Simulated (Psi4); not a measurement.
Cl$_{4}$Hf (SMILES [Cl][Hf]([Cl])([Cl])[Cl]), singlet, geometry from GFN2-xTB (such geometries of metal compounds can be far from the true shape) (core potentials on Hf); HF/def2-SVP (Psi4 1.11).

The Psi4 input:
```
memory 2 GB

molecule {
0 1
  Hf   -0.00000000    0.00000000   -0.00000000
  Cl    1.78045031   -0.57805925   -1.23717810
  Cl    0.66517234    0.48418292    2.08755314
  Cl   -0.98826069    1.79908379   -0.90631327
  Cl   -1.45736195   -1.70520746    0.05593824
}

set basis def2-svp

energy('scf')
print_variables()
```

Q: Predict the main parts of the log of this Psi4 run.

A: 
```
   => Loading Basis Set <=

    Name: DEF2-SVP
    Role: ORBITAL
    Keyword: BASIS

    !!!  WARNING: ECP capability is in beta. Please check occupations closely.  !!!

         ---------------------------------------------------------
                                   SCF
               by Justin Turney, Rob Parrish, Andy Simmonett
                          and Daniel G. A. Smith
                              RHF Reference
         ---------------------------------------------------------

  ==> Geometry <==

    Molecular point group: cs
    Full point group: Td

    Geometry (in Angstrom), charge = 0, multiplicity = 1:

       Center              X                  Y                   Z               Mass
    ------------   -----------------  -----------------  -----------------  -----------------
         HF           0.000000001054     0.000000001121     0.000000000000   179.946557000000
         CL           1.346082934741    -1.795223157610     0.000000000000    34.968852682000
         CL          -2.141246934897    -0.670691443227     0.000000000000    34.968852682000
         CL           0.397581997365     1.232957297533     1.832078131894    34.968852682000
         CL           0.397581997365     1.232957297533    -1.832078131894    34.968852682000

  Running in cs symmetry.

  Rotational constants: A =      0.03591  B =      0.03591  C =      0.03591 [cm^-1]
  Rotational constants: A =   1076.43508  B =   1076.43508  C =   1076.43508 [MHz]
  Nuclear repulsion =  442.866968948482622

  Charge       = 0
  Multiplicity = 1
  Electrons    = 80
  Nalpha       = 40
  Nbeta        = 40

  ==> Algorithm <==

  SCF Algorithm Type is DF.
  DIIS enabled.
  MOM disabled.
  Fractional occupation disabled.
  Guess Type is SAD.
  Energy threshold   = 1.00e-06
  Density threshold  = 1.00e-06
  Integral threshold = 1.00e-12

  ==> Primary Basis <==

  Basis Set: DEF2-SVP
    Blend: DEF2-SVP
    Number of shells: 44
    Number of basis functions: 104
    Number of Cartesian functions: 113
    Spherical Harmonics?: true
    Max angular momentum: 3

  Core potential: DEF2-SVP
    Number of shells: 4
    Number of ECP primitives: 10
    Number of ECP core electrons: 60
    Max angular momentum: 3

   => Loading Basis Set <=

    Name: (DEF2-SVP AUX)
    Role: JKFIT
    Keyword: DF_BASIS_SCF

  ==> Integral Setup <==

  SCF_SUBTYPE=INCORE selected. In-core MEM_DF algorithm will be used.
  Using in-core AOs.

  ==> MemDFJK: Density-Fitted J/K Matrices <==

    J tasked:                   Yes
    K tasked:                   Yes
    wK tasked:                   No
    Algorithm:                 Core
    Schwarz Cutoff:           1E-12
    Mask sparsity (%):       5.3624
    Fitting Condition:        1E-10

   => Auxiliary Basis Set <=

  Basis Set: (DEF2-SVP AUX)
    Blend: DEF2-UNIVERSAL-JKFIT
    Number of shells: 197
    Number of basis functions: 739
    Number of Cartesian functions: 961
    Spherical Harmonics?: true
    Max angular momentum: 6

  Minimum eigenvalue in the overlap matrix is 7.8826275593E-03.
  Reciprocal condition number of the overlap matrix is 1.9931112684E-03.
    Using symmetric orthogonalization.

  ==> Pre-Iterations <==

  SCF Guess: Superposition of Atomic Densities via on-the-fly atomic UHF (no occupation information).

   -------------------------
    Irrep   Nso     Nmo
   -------------------------
     A'        66      66
     A"        38      38
   -------------------------
    Total     104     104
   -------------------------

  ==> Iterations <==

                           Total Energy        Delta E     RMS |[F,P]|

   @DF-RHF iter SAD: -1884.86108212073896   -1.88486e+03   0.00000e+00
   @DF-RHF iter   1: -1885.13333041187002   -2.72248e-01   4.68214e-03 DIIS/ADIIS
   @DF-RHF iter   2: -1885.18461484711770   -5.12844e-02   3.31288e-03 DIIS/ADIIS
   @DF-RHF iter   3: -1885.21836070960535   -3.37459e-02   3.40728e-04 DIIS/ADIIS
   @DF-RHF iter   4: -1885.21901467058751   -6.53961e-04   9.69888e-05 DIIS
   @DF-RHF iter   5: -1885.21907280031178   -5.81297e-05   1.66271e-05 DIIS
   @DF-RHF iter   6: -1885.21907576201374   -2.96170e-06   4.40358e-06 DIIS
   @DF-RHF iter   7: -1885.21907598536654   -2.23353e-07   1.42474e-06 DIIS
   @DF-RHF iter   8: -1885.21907600631152   -2.09450e-08   3.58490e-07 DIIS
  Energy and wave function converged.

  ==> Post-Iterations <==

    Orbital Energies [Eh]
    ---------------------

    Doubly Occupied:

       1Ap  -104.810156     2Ap  -104.810115     1App -104.810115
       3Ap  -104.810112     4Ap   -10.576635     5Ap   -10.576634
       2App  -10.576634     6Ap   -10.576631     7Ap    -8.050523
       8Ap    -8.050513     3App   -8.050512     9Ap    -8.050510
       4App   -8.048689    10Ap    -8.048688    11Ap    -8.048677
       5App   -8.048676    12Ap    -8.048676     6App   -8.048668
      13Ap    -8.048666     7App   -8.048666    14Ap    -2.997522
      15Ap    -1.682027     8App   -1.682027    16Ap    -1.682026
      17Ap    -1.115737    18Ap    -1.092481     9App   -1.092481
      19Ap    -1.092480    20Ap    -0.567620    21Ap    -0.545509
      10App   -0.545509    22Ap    -0.545508    23Ap    -0.531662
      11App   -0.531662    24Ap    -0.505583    12App   -0.505582
      25Ap    -0.505582    13App   -0.480170    26Ap    -0.480169
      14App   -0.480169

    Virtual:

      27Ap     0.073609    28Ap     0.079798    15App    0.079798
      29Ap     0.092724    16App    0.092725    30Ap     0.092725
      31Ap     0.125234    17App    0.125234    32Ap     0.125234
      33Ap     0.280575    18App    0.280575    34Ap     0.280576
      35Ap     0.286943    36Ap     0.317024    19App    0.317024
      37Ap     0.651398    20App    0.651398    38Ap     0.651398
      21App    0.698540    39Ap     0.698540    22App    0.698540
      40Ap     0.739502    41Ap     0.806103    23App    0.806103
      42Ap     0.806104    43Ap     0.845191    24App    0.845191
      44Ap     0.845192    45Ap     0.894410    25App    1.004033
      46Ap     1.004034    26App    1.004034    47Ap     1.010358
      27App    1.010358    48Ap     1.032928    28App    1.032928
      49Ap     1.036807    29App    1.036808    50Ap     1.036808
      51Ap     1.116286    30App    1.116286    52Ap     1.116286
      31App    1.143390    53Ap     1.143390    32App    1.143390
      54Ap     1.275341    33App    1.275341    55Ap     1.275341
      56Ap     1.368550    34App    1.368550    57Ap     1.368550
      58Ap     1.379585    35App    1.399666    59Ap     1.399666
      36App    1.399666    60Ap     1.412987    37App    1.412987
      61Ap     1.523621    62Ap     1.710259    38App    1.710259
      63Ap     1.710259    64Ap     1.859230    65Ap    71.906057
      66Ap   706.869374

    Final Occupation by Irrep:
             Ap   App
    DOCC [    26,   14 ]
    NA   [    26,   14 ]
    NB   [    26,   14 ]

  @DF-RHF Final Energy: -1885.21907600631152

   => Energetics <=

    Nuclear Repulsion Energy =            442.8669689484826222
    One-Electron Energy =               -3502.5720706318284101
    Two-Electron Energy =                1174.4860256770341493
    Total Energy =                      -1885.2190760063115249

Computation Completed

Properties will be evaluated at   0.000000,   0.000000,   0.000000 [a0]

Properties computed using the SCF density matrix

 Multipole Moments:

 ------------------------------------------------------------------------------------
     Multipole            Electronic (a.u.)      Nuclear  (a.u.)        Total (a.u.)
 ------------------------------------------------------------------------------------

 L = 1.  Multiply by 2.5417464519 to convert [e a0] to [Debye]
 Dipole X            :         -0.0000097           -0.0000002           -0.0000099
 Dipole Y            :         -0.0000014           -0.0000002           -0.0000015
 Dipole Z            :          0.0000000            0.0000000            0.0000000
 Magnitude           :                                                    0.0000100

 ------------------------------------------------------------------------------------

  Variable Map:
  ----------------------------------------------------------------------------
  "CURRENT ENERGY"           =>   -1885.219076006312
  "CURRENT REFERENCE ENERGY" =>   -1885.219076006312
  "DD SOLVATION ENERGY"      =>       0.000000000000
  "HF KINETIC ENERGY"        =>    1854.517674061313
  "HF POTENTIAL ENERGY"      =>   -3739.736750067625
  "HF TOTAL ENERGY"          =>   -1885.219076006312
  "HF VIRIAL RATIO"          =>       2.016554925507
  "NUCLEAR REPULSION ENERGY" =>     442.866968948483
  "ONE-ELECTRON ENERGY"      =>   -3502.572070631828
  "PCM POLARIZATION ENERGY"  =>       0.000000000000
  "PE ENERGY"                =>       0.000000000000
  "SCF ITERATION ENERGY"     =>   -1885.219076006312
  "SCF ITERATIONS"           =>       8.000000000000
  "SCF TOTAL ENERGY"         =>   -1885.219076006312
  "TWO-ELECTRON ENERGY"      =>    1174.486025677034

  Array Variable Map:
  ----------------------------------------------------------------------------
  "CURRENT DIPOLE"           =>      -0.000009896135 ... 0.000000000000 1 by 3
  "SCF DIPOLE"               =>      -0.000009896135 ... 0.000000000000 1 by 3
  "SCF TOTAL ENERGIES"       =>   -1884.861082120739 ... -1885.219076006312 1 by 9
```
